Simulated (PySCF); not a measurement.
Compound: C₄H₁₁NO₂Si₂.
Atom-mapped SMILES: `[NH2:1][C:2](=[O:3])[Si@@H:4]1[CH2:5][C@H:6]([CH2:7][SiH3:8])[O:9]1`

Cartesian coordinates in Å at the GFN2-xTB level; atoms count from 1:
```xyz
20
C4H11NO2Si2 angstrom
N      2.788   -0.107    1.644
C      3.040    0.064    0.327
O      4.087    0.528   -0.078
Si     1.632   -0.462   -0.859
C      0.046    0.571   -1.098
C     -0.644   -0.625   -0.432
C     -1.475   -0.307    0.788
Si    -3.070    0.642    0.375
O      0.518   -1.406   -0.071
H      3.512    0.087    2.319
H      1.970   -0.611    1.940
H      2.164   -1.053   -2.084
H     -0.050    1.482   -0.515
H     -0.285    0.764   -2.112
H     -1.220   -1.217   -1.148
H     -1.723   -1.245    1.288
H     -0.859    0.267    1.485
H     -3.813    0.836    1.621
H     -3.873   -0.138   -0.569
H     -2.752    1.944   -0.214
```

NICS is the negative of the GIAO shielding at a point without a nucleus: at the ring centre (0) and 1 Å above and below it (1); zz is the component along the ring normal. Level: GIAO PBE0/pcSseg-1 (PySCF, non-relativistic, gas phase) on the GFN2-xTB geometry, one conformer.

Ring bond lengths (Å), with Mayer bond orders in brackets: Si4–C5 1.908 (0.92), C5–C6 1.532 (0.97), C6–O9 1.446 (0.85), O9–Si4 1.660 (0.99).

Task: What do the NICS probes read (ppm)?

Result: 
| ring | type | NICS(0) | NICS(1), two faces | NICS(1)zz, two faces | rms pucker (Å) | centre to ring atoms, mean (Å) |
| --- | --- | --- | --- | --- | --- | --- |
| Si4–C5–C6–O9 | 4-membered ring with O and Si; formal bonds all single | -2.5 | -0.8 / -0.2 | 4.5 / 2.0 | 0.04 | 1.15 |

Task: What can be read from them?

Result: 
- Si4–C5–C6–O9: mean NICS(1)zz 3.3 ppm, deshielded. Si4, C5, C6 have four or more neighbours; no verdict on aromaticity is drawn.

Task: At the first NICS(1) probe listed for ring Si4–C5–C6–O9, 1 Å off the ring, how large is the induced field along the normal in 1 T applied along it?

Result: NICSzz × B0 = 4.5 ppm × 1 T = 4 μT, along the applied field.

Task: Give the inner angles of the rings and the Hirshfeld charges of the ring atoms.

Result: 
- Si4–C5–C6–O9: Si4 79.0° (+0.432 e), C5 84.1° (-0.172 e), C6 99.7° (+0.044 e), O9 96.5° (-0.259 e); sum 359.3° against 360° for a flat convex ring.

Hardware: an Intel Xeon at 2.50 GHz with one thread, shared host. Cost: 3.1 min wall, 2.5 min CPU (with the writing of density and orbital grids), 1.0 GiB resident at most. This is the whole shielding run at PBE0/pcSseg-1, SCF included.
